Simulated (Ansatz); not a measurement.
`C[Se][Al]([F])[F]` from Hartree–Fock to CCSD(T)

Z-matrix (Å, degrees):
```
C
Se 1 1.970
H 1 1.087 2 107.6
H 1 1.087 2 107.8 3 -119.0
H 1 1.087 2 111.0 3 120.4
Al 2 2.275 1 97.6 3 -122.5
F 6 1.643 2 120.0 1 0.3
F 6 1.638 2 121.3 1 -179.8
```

The species carries charge 0 and has multiplicity 1. Correlated methods include outer-core shells of Se, which these sets cover unevenly. Scalar relativity is left out up to krypton. The structure was optimised at the PBE0-D4/def2-TZVP level. It is one conformer, not always the lowest. Frozen core, restricted reference, the Gaussian-basis code of Ansatz.

```csv
basis,HF (Eh),MP2 corr.
def2-SVP,-2879.88580,-0.80681
def2-TZVPP,-2880.57532,-1.02029
def2-QZVPP,-2880.64197,-1.39045
```

Estimate the CCSD correlation energy and the (T) correction in each basis where they were run (hartree).


```tsv
basis	CCSD corr.	(T)
def2-SVP	-0.82899	-0.01742
def2-TZVPP	-1.03722	-0.03461
```
